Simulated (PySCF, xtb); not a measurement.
Si(H)3(SH) (H4SSi), SMILES [SiH3]S.

GFN2-xTB in xtb 6.7.1 at its own geometry gives an orbital gap of 4.64 eV and a dipole moment of 2.80 D.

Geometry optimised at r2SCAN-D4/def2-TZVP.

Problem. What does PBE/def2-TZVPD (PySCF) give? (An estimate is asked for; the answer gives what the named calculation found.)

Solution. gap 5.32 eV (levels -6.34 and -1.02 eV), dipole 0.94 D.
